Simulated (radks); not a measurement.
The selenium ion Se+, 33 electrons, occupied as [Ar] 3d9.5 4s1 4p4.5 (fractional occupations, a model configuration).

Calculated with a radial shooting solver on a logarithmic mesh with Libxc functionals: Dirac Kohn-Sham, PBEsol, spin-unpolarised, spherical densities, point nucleus; open shells fill j = l - 1/2 first.

Energy parts (hartree):
| part | energy |
|---|---|
| total | -2426.69508 |
| kinetic | 2484.74162 |
| electron-nucleus | -5841.11660 |
| Hartree | 1015.22295 |
| exchange-correlation | -85.54306 |

Orbitals (lengths in bohr, moments of r in powers of bohr):
orbital  occ.  eigenvalue (hartree)     <r^2>
1s1/2       2             -459.7518  0.002619
2s1/2       2             -59.72356   0.04527
2p1/2       2             -53.66407   0.03489
2p3/2       4             -52.13156   0.03635
3s1/2       2              -8.49929    0.3766
3p1/2       2              -6.42591    0.3935
3p3/2       4              -6.20740    0.4075
3d3/2       4              -2.62982    0.4712
3d5/2     5.5              -2.59593    0.4774
4s1/2       1              -1.06668     3.275
4p1/2       2              -0.63586     4.643
4p3/2     2.5              -0.61744     4.805

The highest occupied level is 4p3/2 at -16.801 eV. Summed over all electrons, <r^2> = 32.57 bohr^2, which gives a Langevin (diamagnetic) susceptibility term of -25.8 x 10^-6 cm^3/mol. The density falls to 0.001 e/bohr^3 at r = 3.92 bohr.
